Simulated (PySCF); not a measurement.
HAlBr$_{2}$O, singlet, at a GFN2-xTB geometry (such geometries of metal compounds can be far from the true shape); CASSCF(2,4)/STO-3G (PySCF).

PySCF was given this input:
```python
from pyscf import gto, scf, mcscf
import numpy

mol = gto.M(
    atom='''
Al    0.52314072   -0.16002934    0.38517703
Br   -1.22013567   -1.56759525    0.25268460
Br    0.54205674    1.77502036   -0.75193923
O     1.79916875   -0.55036777    1.32468847
H     2.53858319   -0.77655549    1.86910310
''',
    basis='sto-3g',
    verbose=4,
)

mf = scf.RHF(mol)
mf.kernel()
mc = mcscf.CASSCF(mf, 4, 2)
mc.fix_spin_(ss=0.0)
mc.kernel()
occ = numpy.linalg.eigvalsh(mc.fcisolver.make_rdm1(mc.ci, mc.ncas, mc.nelecas))[::-1]
ss = mc.fcisolver.spin_square(mc.ci, mc.ncas, mc.nelecas)[0]
print('natural occupations', occ.round(4), ' <S^2>', round(ss, 4))
```

Output, abridged:

```
PySCF version 2.14.0

[INPUT] verbose = 4
[INPUT] num. atoms = 5
[INPUT] num. electrons = 92
[INPUT] charge = 0
[INPUT] spin (= nelec alpha-beta = 2S) = 0
[INPUT] symmetry False subgroup None
[INPUT] Mole.unit = angstrom
[INPUT] Symbol           X                Y                Z      unit          X                Y                Z       unit  Magmom
[INPUT]  1 Al     0.523140720000  -0.160029340000   0.385177030000 AA    0.988592685408  -0.302411624495   0.727879096173 Bohr   0.0
[INPUT]  2 Br    -1.220135670000  -1.567595250000   0.252684600000 AA   -2.305722251113  -2.962325696669   0.477504689895 Bohr   0.0
[INPUT]  3 Br     0.542056740000   1.775020360000  -0.751939230000 AA    1.024338782575   3.354302345927  -1.420959207016 Bohr   0.0
[INPUT]  4 O      1.799168750000  -0.550367770000   1.324688470000 AA    3.399936189376  -1.040044353088   2.503298408669 Bohr   0.0
[INPUT]  5 H      2.538583190000  -0.776555490000   1.869103100000 AA    4.797226973525  -1.467477196627   3.532092957576 Bohr   0.0

nuclear repulsion = 518.252029604647
number of shells = 25
number of NR pGTOs = 153
number of NR cGTOs = 51
basis = sto-3g
ecp = {}

******** <class 'pyscf.scf.hf.RHF'> ********
method = RHF
initial guess = minao
damping factor = 0
level_shift factor = 0
DIIS = <class 'pyscf.scf.diis.CDIIS'>
diis_start_cycle = 1
diis_space = 8
diis_damp = 0
SCF conv_tol = 1e-09
SCF conv_tol_grad = None
SCF max_cycles = 50
direct_scf = True
direct_scf_tol = 1e-13
Set gradient conv threshold to 3.16228e-05
Initial guess from minao.
init E= -5395.41869057102
  HOMO = -0.657772242265665  LUMO = -0.184058412170107  gap/eV = 12.89041
cycle= 1 E= -5402.8219267783  delta_E= -7.4  |g|= 0.533  |ddm|= 2.71
  HOMO = -0.267051540457043  LUMO = 0.229641372703873  gap/eV = 13.51570
cycle= 2 E= -5402.93358123215  delta_E= -0.112  |g|= 0.141  |ddm|= 1.08
  HOMO = -0.292445198582842  LUMO = 0.269967234298134  gap/eV = 15.30402
cycle= 3 E= -5402.94079843055  delta_E= -0.00722  |g|= 0.0272  |ddm|= 0.232
  HOMO = -0.302202762269549  LUMO = 0.271640834091209  gap/eV = 15.61508
cycle= 4 E= -5402.94116106738  delta_E= -0.000363  |g|= 0.00363  |ddm|= 0.0534
  HOMO = -0.302076909294346  LUMO = 0.269694192574509  gap/eV = 15.55868
cycle= 5 E= -5402.94116851618  delta_E= -7.45e-06  |g|= 0.000689  |ddm|= 0.00872
  HOMO = -0.302158537770892  LUMO = 0.269729123148787  gap/eV = 15.56186
cycle= 6 E= -5402.94116892245  delta_E= -4.06e-07  |g|= 0.000167  |ddm|= 0.00209
  HOMO = -0.302150723874853  LUMO = 0.269738514614005  gap/eV = 15.56190
cycle= 7 E= -5402.94116895139  delta_E= -2.89e-08  |g|= 2.66e-05  |ddm|= 0.000662
  HOMO = -0.302152799072604  LUMO = 0.269737907579806  gap/eV = 15.56194
cycle= 8 E= -5402.94116895212  delta_E= -7.26e-10  |g|= 4.2e-06  |ddm|= 0.000107
  HOMO = -0.302152659819784  LUMO = 0.269738130752808  gap/eV = 15.56194
Extra cycle  E= -5402.94116895215  delta_E= -3.91e-11  |g|= 1.8e-06  |ddm|= 1.07e-05
converged SCF energy = -5402.94116895215

******** <class 'pyscf.mcscf.mc1step.CASSCF'> ********
CAS (1e+1e, 4o), ncore = 45, nvir = 2
max_cycle_macro = 50
max_cycle_micro = 4
conv_tol = 1e-07
conv_tol_grad = None
orbital rotation max_stepsize = 0.02
orbital rotation threshold for CI restart = 0.01
augmented hessian ah_max_cycle = 30
augmented hessian ah_conv_tol = 1e-12
augmented hessian ah_linear dependence = 1e-14
augmented hessian ah_level shift = 1e-08
augmented hessian ah_start_tol = 2.5
augmented hessian ah_start_cycle = 3
augmented hessian ah_grad_trust_region = 3
kf_trust_region = 3
kf_interval = 4
ci_response_space = 4
ci_grad_trust_region = 3
with_dep4 0
natorb = False
canonicalization = True
sorting_mo_energy = False
ao2mo_level = 2
internal_rotation = False
******** <class 'pyscf.fci.addons.SpinPenaltyFCISolver'> ********
max. cycles = 50
conv_tol = 1e-08
davidson only = True
linear dependence = 1e-12
level shift = 0.001
max iter space = 12
nroots = 1
pspace_size = 400
spin = None
CASCI E = -5402.94154614394  S^2 = 0.0000000
Set conv_tol_grad to 0.000316228
macro iter   1 ( 21 JK    4 micro), CASSCF E = -5402.94201745648  dE = -4.71312549e-04  S^2 = 0.0000000
               |grad[o]|=0.00197  |grad[c]|=0.00707  |ddm|=0.000659  |maxRot[o]|=0.159
macro iter   2 ( 21 JK    4 micro), CASSCF E = -5402.94278623773  dE = -7.68781241e-04  S^2 = 0.0000000
               |grad[o]|=0.00288  |grad[c]|=0.0182  |ddm|=0.00335  |maxRot[o]|=0.162
macro iter   3 ( 21 JK    4 micro), CASSCF E = -5402.94429816676  dE = -1.51192904e-03  S^2 = 0.0000000
               |grad[o]|=0.00369  |grad[c]|=0.0185  |ddm|=0.0094  |maxRot[o]|=0.171
macro iter   4 ( 21 JK    4 micro), CASSCF E = -5402.94620660050  dE = -1.90843374e-03  S^2 = 0.0000000
               |grad[o]|=0.00508  |grad[c]|=0.0132  |ddm|=0.00737  |maxRot[o]|=0.158
macro iter   5 ( 21 JK    4 micro), CASSCF E = -5402.94788742688  dE = -1.68082638e-03  S^2 = 0.0000000
               |grad[o]|=0.00581  |grad[c]|=0.0148  |ddm|=0.00625  |maxRot[o]|=0.155
macro iter   6 ( 21 JK    4 micro), CASSCF E = -5402.94844117764  dE = -5.53750759e-04  S^2 = 0.0000000
               |grad[o]|=0.00435  |grad[c]|=0.00591  |ddm|=0.00215  |maxRot[o]|= 0.22
macro iter   7 ( 21 JK    4 micro), CASSCF E = -5402.94871490293  dE = -2.73725293e-04  S^2 = 0.0000000
               |grad[o]|=0.00269  |grad[c]|=0.00223  |ddm|=0.00204  |maxRot[o]|=0.312
macro iter   8 ( 16 JK    4 micro), CASSCF E = -5402.94878512894  dE = -7.02260077e-05  S^2 = 0.0000000
               |grad[o]|=0.00149  |grad[c]|=0.00274  |ddm|=0.00144  |maxRot[o]|=0.115
macro iter   9 (  8 JK    2 micro), CASSCF E = -5402.94883013394  dE = -4.50049974e-05  S^2 = 0.0000000
               |grad[o]|=0.00084  |grad[c]|=0.000731  |ddm|=0.00036  |maxRot[o]|=0.0353
macro iter  10 (  4 JK    1 micro), CASSCF E = -5402.94883521760  dE = -5.08366429e-06  S^2 = 0.0000000
               |grad[o]|=0.00026  |grad[c]|=0.000282  |ddm|=4.34e-05  |maxRot[o]|=0.0137
macro iter  11 (  1 JK    1 micro), CASSCF E = -5402.94883521762  dE = -2.09183781e-11  S^2 = 0.0000000
               |grad[o]|=2.79e-05  |grad[c]|=4.26e-06  |ddm|=7.1e-06  |maxRot[o]|=    0
1-step CASSCF converged in  11 macro (176 JK  36 micro) steps
CASSCF canonicalization
Density matrix diagonal elements [1.98559623e+00 1.27399150e-02 3.08336997e-04 1.35552059e-03]
CASSCF energy = -5402.94883521762
CASCI E = -5402.94883521762  E(CI) = -1.32255745891962  S^2 = 0.0000000
natural occupations [1.9859e+00 1.3600e-02 3.0000e-04 2.0000e-04]  <S^2> 0.0
```
